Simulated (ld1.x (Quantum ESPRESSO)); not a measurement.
**Scattering properties, TM potential for Br (Z = 35)**

```json
{
 "Element": "bromine",
 "Generator": "ld1.x (Quantum ESPRESSO) 7.5",
 "Type": "norm-conserving Troullier–Martins (Kleinman–Bylander form)",
 "Functional": "BLYP",
 "Relativity": "scalar-relativistic",
 "Frozen core": "[Ne]",
 "Valence charge": "25",
 "Reference configuration": "3s2 3p6 3d10 4s2 4p5",
 "Partial waves": "3s (bound): rc 0.85 bohr; 3p (bound): rc 0.55 bohr; 3d (bound): rc 1.10 bohr",
 "Local potential": "the d channel",
 "Core correction": "a·sin(br)/r model core inside 0.55 bohr"
}
```

Occupied shells without a wave of their own: 4p, 4s. They enter only through the test configuration that unscreens the potential, and ld1.x also counts them in the model core charge.

The phase is arctan(r·u′/u) with u = r·R(r), unwrapped; energies in Ry, scanned from -19 to 5 Ry. A pole is an energy at which the radial function vanishes at the test radius. The pseudo phase is shifted by a multiple of π to meet the all-electron one at the reference energy, and phase errors are pseudo minus all-electron; the curves can meet again beyond the range given. Levels narrower than the energy grid can be missing from the lists of poles.

| channel | radius (bohr) | reference energy (Ry) | poles, all-electron | poles, pseudo | unbroken range about the reference energy with phases within 0.05 rad | phase error 1 Ry above the reference energy (rad) |
| --- | --- | --- | --- | --- | --- | --- |
| s | 1.21 | -17.47 | -17.09 | -17.09, 1.60 | below -3.2 | +0.003 |
| p | 1.21 | -12.73 | -12.21 | -12.20 | below -2.8 | +0.004 |
| d | 1.21 | -4.90 | -4.09 | -4.06 | below 0.3 | +0.009 |

The potential misses its own reference levels by up to 4.1 eV, so it is not fit for use. ld1.x takes every shell without a wave as core, so the model core holds the 4p, 4s electrons as well and exchange and correlation see them twice. This cancels in the reference configuration, but the file is broken for other ones, and its errors say nothing about a proper core correction.

Phases in the p channel:

| E (Ry) | all-electron | pseudo |
| --- | --- | --- |
| -19.00 | 1.339 | 1.343 |
| -18.52 | 1.333 | 1.337 |
| -18.04 | 1.326 | 1.330 |
| -17.56 | 1.318 | 1.322 |
| -17.08 | 1.309 | 1.313 |
| -16.60 | 1.297 | 1.302 |
| -16.12 | 1.283 | 1.288 |
| -15.64 | 1.264 | 1.270 |
| -15.16 | 1.238 | 1.245 |
| -14.68 | 1.198 | 1.206 |
| -14.20 | 1.125 | 1.135 |
| -13.72 | 0.943 | 0.958 |
| -13.24 | 0.071 | 0.093 |
| -12.76 | -1.284 | -1.284 |
| -12.28 | -1.552 | -1.551 |
| -11.80 | -1.646 | -1.642 |
| -11.32 | -1.695 | -1.690 |
| -10.84 | -1.726 | -1.720 |
| -10.36 | -1.749 | -1.742 |
| -9.88 | -1.768 | -1.760 |
| -9.40 | -1.784 | -1.774 |
| -8.92 | -1.798 | -1.788 |
| -8.44 | -1.811 | -1.800 |
| -7.96 | -1.824 | -1.812 |
| -7.48 | -1.837 | -1.823 |
| -7.00 | -1.851 | -1.834 |
| -6.52 | -1.864 | -1.846 |
| -6.04 | -1.879 | -1.858 |
| -5.56 | -1.894 | -1.871 |
| -5.08 | -1.910 | -1.884 |
| -4.60 | -1.928 | -1.898 |
| -4.12 | -1.947 | -1.913 |
| -3.64 | -1.969 | -1.930 |
| -3.16 | -1.993 | -1.948 |
| -2.68 | -2.021 | -1.968 |
| -2.20 | -2.052 | -1.990 |
| -1.72 | -2.088 | -2.016 |
| -1.24 | -2.131 | -2.044 |
| -0.76 | -2.182 | -2.077 |
| -0.28 | -2.242 | -2.115 |
| 0.20 | -2.316 | -2.159 |
| 0.68 | -2.408 | -2.211 |
| 1.16 | -2.521 | -2.274 |
| 1.64 | -2.661 | -2.350 |
| 2.12 | -2.833 | -2.443 |
| 2.60 | -3.033 | -2.558 |
| 3.08 | -3.253 | -2.698 |
| 3.56 | -3.472 | -2.867 |
| 4.04 | -3.672 | -3.061 |
| 4.52 | -3.842 | -3.271 |
| 5.00 | -3.982 | -3.479 |
